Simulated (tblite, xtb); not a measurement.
C3H9ClSi (SMILES C[Si](C)(C)Cl), singlet, geometry from GFN2-xTB. Base run: GFN1-xTB (xtb 6.7.1).

Geometry (Å):
```xyz
14

C     -0.7498     1.5967    -0.3673
Si     0.1694     0.1151     0.3996
C      1.6347    -0.4113    -0.6977
C     -1.0215    -1.3446     0.6821
Cl     0.9091     0.6944     2.2157
H     -1.1672     1.3429    -1.3367
H     -1.5679     1.9257     0.2671
H     -0.0853     2.4446    -0.5073
H      2.1756    -1.2461    -0.2610
H      1.2995    -0.7168    -1.6839
H      2.3426     0.4022    -0.8283
H     -1.4497    -1.6912    -0.2532
H     -1.8426    -1.0639     1.3356
H     -0.5124    -2.1864     1.1427
```
All else is at xtb's defaults.
Base energy -17.37572 Eh.

Programs used: tblite, xtb; a row that names a program was run with it.

Each row names what was changed in the base input (with any setting that the change needs).

```
change                                                    ΔE vs base (mEh)  HOMO-LUMO gap (eV)  dipole (D)  G_solv (kcal/mol)  SCF cycles
--------------------------------------------------------  ----------------  ------------------  ----------  -----------------  ----------
base                                                                 0.000                7.56        2.21                  -           9
alpb = dmf                                                          -7.826                7.57        2.36              -4.98           9
program = tblite; method = gfn1; option = (--guess, eeq)             0.000                   -           -                  -           -
alpb = thf                                                          -7.729                7.57        2.39              -4.95           9
etemp = 3000                                                         0.000                7.56        2.21                  -           9
alpb = dmso                                                         -7.193                7.57        2.39              -4.61           9
gbsa = acetonitrile                                                 -4.894                7.56        2.42              -3.19           9
acc = 0.1                                                            0.000                7.56        2.21                  -          11
file = coord                                                         0.000                7.56        2.21                  -           9
program = tblite; method = gfn1                                      0.000                   -           -                  -           -
alpb = cs2                                                          -7.204                7.56        2.29              -4.54           9
```

ALPB and GBSA are two models with their own fitted parameters for each solvent, which aren't always the measured dielectric constant.
